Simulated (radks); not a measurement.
Results of a calculation; reference values are marked as such.
The tellurium ion Te4+, configuration [Kr] 4d10 5s2. Level of theory: scalar-relativistic Kohn-Sham, PBE, spin-polarised, spherical densities, finite nucleus; Fermi nuclear charge, rms radius 4.7423 fm (a radial shooting solver on a logarithmic mesh with Libxc functionals). Some entries of the table are withheld. Estimate them.

| orbital | occ. | eigenvalue (eV) | <r^2> (bohr^2) | <r> (bohr) |
|---|---|---|---|---|
| 1s | 2 | -31671.26 | 0.001048 | 0.02781 |
| 2s | 2 | -4893.974 | (1) | 0.1199 |
| 2p | 6 | -4397.968 | 0.01340 | 0.1048 |
| 3s | 2 | -1008.889 | 0.1186 | 0.3221 |
| 3p | 6 | -847.6243 | (2) | (3) |
| 3d | 10 | -603.7661 | 0.1043 | 0.2967 |
| 4s | 2 | -207.6527 | 0.6595 | 0.7640 |
| 4p | 6 | (4) | (5) | 0.8195 |
| 4d | 10 | -84.5806 | 1.077 | 0.9597 |
| 5s | 2 | -53.2374 | 3.901 | 1.868 |

Answer. 
(1) 2s <r^2> (bohr^2): 0.01694
(2) 3p <r^2> (bohr^2): 0.1189
(3) 3p <r> (bohr): 0.3202
(4) 4p eigenvalue (eV): -157.6272
(5) 4p <r^2> (bohr^2): 0.7653
